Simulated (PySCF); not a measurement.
HI: mean field, correlation and small terms against distance

State: ¹Σ⁺, singlet, closed shell. RHF-based CCSD(T) in PySCF 2.14 with H aug-cc-pVTZ, I aug-cc-pVTZ-PP with ECP28 and H aug-cc-pVQZ, I aug-cc-pVQZ-PP with ECP28 (frozen core orbitals: 9; scalar-relativistic core potentials). Correlation energies are extrapolated as n⁻³ (n = 3, 4), Hartree–Fock as (n+1)·exp(−9√n). CV is the change on freezing 4 orbitals instead, in H cc-pVTZ, I cc-pwCVTZ-PP with ECP28. All energies in eV from H + I.

| R (Å) | HF/CBS | CCSD corr. | (T) | CV | total |
| --- | --- | --- | --- | --- | --- |
| 1.4292 | -1.853 | -1.055 | -0.0476 | -0.0862 | -3.042 |
| 1.4942 | -2.128 | -1.071 | -0.0508 | -0.0664 | -3.316 |
| 1.5591 | -2.254 | -1.089 | -0.0542 | -0.0506 | -3.447 |
| 1.6241 | -2.267 | -1.109 | -0.0579 | -0.0380 | -3.472 |
| 1.6891 | -2.197 | -1.131 | -0.0619 | -0.0280 | -3.418 |
| 1.7703 | -2.023 | -1.163 | -0.0673 | -0.0185 | -3.271 |
| 1.8515 | -1.782 | -1.200 | -0.0735 | -0.0116 | -3.067 |

A fit to the total gives Re = 1.6090 Å, De = 3.474 eV, ωe = 2327.7 cm⁻¹, Be = 6.512 cm⁻¹ (masses 1.0078 and 126.9045 u).

Problem. At R = 1.6241 Å the CCSD correlation energy is -0.172641 hartree in the smaller basis and -0.188169 in the larger. Extrapolate it.

Solution. (4³·E4 − 3³·E3)/(4³ − 3³) = -0.19950 hartree; the larger basis holds 94.3 % of it.

The T1 diagnostic is 0.008. The open-shell atoms are computed with UHF. Spin–orbit coupling, excitations beyond (T) and corrections to the Born–Oppenheimer picture are left out, and spin–orbit coupling matters for open p, d or f shells this heavy.
